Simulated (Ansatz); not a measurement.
System: sum formula HSiO, net charge 0, doublet state. It need not be the lowest isomer of its formula. 
Structure (B3LYP-D3(BJ)/def2-TZVP (Ansatz, an electronic-structure program) minimum search):
SMILES: O=[SiH]
```xyz
3

Si    -0.0147    -0.5041    -0.0112
O     -0.1485     1.0191     0.0164
H      1.3936    -1.0954     0.0249
```
Charge 0, spin multiplicity 2.

Basis-set convergence of Hartree-Fock and CCSD correlation energies (hartree) with Ansatz. Cores are frozen in the correlated levels unless marked. UHF or UKS for open shells. No spin-orbit coupling. Non-relativistic.

```csv
basis,functions,E(HF),"E(corr, CCSD)"
def2-SVP,37,-364.16126,-0.28293
def2-TZVPP,87,-364.37138,-0.34552
def2-QZVPP,157,-364.38434,-0.36776
```

Extrapolating the two largest sets (X = 3 and 4) as X^-3: E(corr) = (64·(-0.36776) - 27·(-0.34552))/37 = -0.3840 Eh, an estimate of the basis-set limit. The largest set recovers 95.8 % of it, the smallest 73.7 %.
